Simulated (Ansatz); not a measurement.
Cost and result up the ladder for cyclo-(H2SnO)4 (Sn₄O₄H₈) (16 atoms). The state is a singlet with charge 0. Geometry: r2SCAN-D4/def2-SVP.

```tsv
atom	x (Å)	y (Å)	z (Å)
Sn1	0.8809	1.9209	-1.0220
H2	1.6561	3.4151	-0.7095
H3	0.5629	1.5271	-2.6553
O4	1.9783	0.5603	-0.0789
Sn5	1.8413	-1.3952	-0.4152
H6	1.9264	-2.1845	1.1011
H7	2.9958	-1.8421	-1.6000
O8	0.0787	-1.5872	-1.3100
Sn9	-1.6540	-1.6310	-0.3353
H10	-2.0742	-3.2611	-0.0115
H11	-2.7743	-0.6971	-1.2328
O12	-1.2063	-0.8476	1.4350
Sn13	-1.0679	1.1059	1.7724
H14	-2.5818	1.6871	2.3257
H15	0.2886	1.3586	2.7844
O16	-0.8507	1.8709	-0.0481
```

Ansatz on 4 threads of Arm Neoverse V2 on a shared host. Times are rough, and most runs start from the orbitals of an earlier one. PBE0-D4/def2-TZVP serves as the yardstick here, not as an exact answer. Differences are given only for rows in sets of like size (and for xTB, whose basis is part of the method), since another set adds its own error. Binding counts from free atoms at the same level (Sn triplet, H doublet, O triplet; other spins of the atoms weren't run), without zero-point energy or a counterpoise term.

In the def2 sets Sn takes a core potential; there is no spin–orbit coupling. Correlated methods freeze 20 core orbitals; core or outer-core shells of Sn are correlated, in sets that lack core-valence functions. The rows differ in basis, and correlated rows in double-zeta sets carry the largest basis error.

Correlated methods converge slowly with the basis, most of all in double-zeta sets.

| level | functions | wall time | binding energy per atom (eV) | difference from PBE0-D4/def2-TZVP (eV) |
| --- | --- | --- | --- | --- |
| PBE-D4/def2-SVP | 200 | 3.5 s | 2.99 | – |
| MP2/def2-SVP | 200 | 7 s | 2.81 | – |
| PBE0-D4/def2-SVP | 200 | 7 s | 2.88 | – |
| PBE-D4/def2-TZVP | 372 | 8 s | 3.04 | 0.10 |
| r2SCAN-D4/def2-TZVP (with forces) | 372 | 19 s | 3.01 | 0.08 |
| BHLYP-D4/def2-TZVP | 372 | 21 s | 2.85 | -0.08 |
| PBE0-D4/def2-TZVP | 372 | 21 s | 2.94 | 0.00 |
| B97M-V/def2-TZVP | 372 | 36 s | 3.09 | 0.16 |
